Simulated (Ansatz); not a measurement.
Reactions of C₂H₆O₂S (`CSC(O)O`).

Isolated molecules relaxed with PBE0-D4/def2-TZVP in Ansatz; ΔE leaves out vibrations. CCSD(T)/CBS is the MP2 limit (def2-TZVPP, def2-QZVPP) plus CCSD(T) − MP2 in def2-TZVPP, frozen cores. This one scheme is used for every species, atoms too. No spin–orbit coupling; open shells (•) take unrestricted orbitals. Spin–orbit coupling would lower the free atoms: a little for C, O, S. def2 core potentials past Kr. Bonds to I, Se are less sure, by a few kJ/mol each and by 10 to 20 or more in all where they break to atoms, as the def2 sets lack core-valence functions. Scalar relativity is left out up to krypton. One conformer a species, not always the lowest.

```
                                   reaction  MP2/CBS(def2) (kcal/mol)  CCSD(T)/CBS(def2) (kcal/mol)
                  `CSC(O)O` → `CS(C)(=O)=O`                      -2.0                           3.6
          `CSC(O)O` + HI → `OC(O)I` + CH₃SH                       1.8                           2.4
          `CSC(O)O` + H₂S → `CSC(O)S` + H₂O                      -2.8                          -0.5
              `CSC(O)O` + H₂ → `CSCO` + H₂O                     -18.5                         -18.2
`CSC(O)O` + `C[SeH]` → `C[Se]C(O)O` + CH₃SH                       0.1                           0.4
        `CSC(O)O` → 2 C• + 6 H• + 2 O• + S•                     995.5                         974.8
```

Largest T1 diagnostic: 0.015, for `CS(C)(=O)=O`.
